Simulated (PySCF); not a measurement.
C₅H₅OS₂ (doublet state).
Geometry (GFN2-xTB, Å), atoms numbered from 1 in this order:
```xyz
13
C5H5OS2 angstrom
C      2.7250    0.7515    0.4814
O      2.0324   -0.1273   -0.2404
C      0.7178   -0.2005   -0.2316
C     -0.0379   -1.0901   -0.9683
C     -1.4141   -0.9429   -0.7575
C     -1.7226    0.0469    0.1323
S     -3.3333    0.5307    0.6299
S     -0.3005    0.8483    0.7435
H      2.2321    1.4579    1.1223
H      3.7864    0.6909    0.3717
H      0.4058   -1.8149   -1.6237
H     -2.1644   -1.5447   -1.2364
H     -2.9310    1.3947    1.5591
```

The hyperfine couplings belong to this conformer and change with its torsions.

As a line formula: `[CH2]Oc1ccc(S)s1` [radical].

Computed, not measured: PySCF, UKS B3LYP, pcH-1 on C H O S, non-relativistic, mean-field spin-orbit, GIAO. Geometry: GFN2-xTB, one conformer, isolated molecule. The geometry wasn't refined by DFT: couplings that depend on bond lengths, twists or pyramidal angles can differ widely from those at the functional's own minimum. The SCF solution wasn't tested for stability.

What is the g tensor, term by term?

| Δg (ppm) | 1 | 2 | 3 |
| --- | --- | --- | --- |
| relativistic mass correction | -181 | -181 | -181 |
| gauge correction | -4 | 47 | 34 |
| orbital Zeeman/spin–orbit | -40 | 1061 | 1923 |
| total | -225 | 928 | 1776 |

So g = 2.00209, 2.00325, 2.00410 and g_iso = 2.00315; the tensor is rhombic: the two nearest values differ by 42 % of g3 − g1. Axes: g1 is normal to the molecular plane and g2 points within 5° of the C1–O2 bond.

How much does each term add to the isotropic shift?

The orbital-Zeeman/spin–orbit term 982, the mass correction -181 and the gauge correction 26 ppm, for a total of 826 ppm. The orbital-Zeeman/spin–orbit term is the largest in size. The mass correction is the same along every axis, so the anisotropy comes from the other two: their spans along these axes are 51 (gauge) and 1963 ppm (orbital Zeeman/spin–orbit).

At 9.594 GHz, how far is the centre of the isotropic spectrum from where a free electron (g = 2.002319) resonates?

B = hν/(g μB) with μB/h = 13.99624 MHz/mT gives 342.34 mT for the free electron and 342.20 mT at g_iso, 0.14 mT lower.

In a frozen sample, at which fields do the three g values resonate at 9.5, 34, 94 and 263 GHz (hyperfine left aside), and which band first spreads them over more than twice a line width of 1.0 mT?

```json
{"band": "X", "GHz": "9.5", "B(g3) mT": "338.68", "B(g2) mT": "338.83", "B(g1) mT": "339.02", "spread mT": "0.34"}
{"band": "Q", "GHz": "34.0", "B(g3) mT": "1212.13", "B(g2) mT": "1212.64", "B(g1) mT": "1213.34", "spread mT": "1.21"}
{"band": "W", "GHz": "94.0", "B(g3) mT": "3351.18", "B(g2) mT": "3352.60", "B(g1) mT": "3354.53", "spread mT": "3.35"}
{"band": "J", "GHz": "263.0", "B(g3) mT": "9376.18", "B(g2) mT": "9380.15", "B(g1) mT": "9385.55", "spread mT": "9.37"}
```

The spread grows in proportion to the frequency. W band is the first where it exceeds 2.0 mT.

The Mulliken spin populations are largest on C1 (+0.90), C4 (+0.12), C6 (+0.10) and O2 (+0.09). C1 is the only atom above +0.15. The positive populations add up to 1.22 and the negative ones to -0.22, together 2S = 1. The angles at C1 add up to 360.0°, so it is planar; its axial dipolar tensor and the negative couplings of its protons fit spin in a p orbital normal to that plane.

The HOMO–LUMO gaps are 4.11 eV among the α and 3.85 eV among the β orbitals.
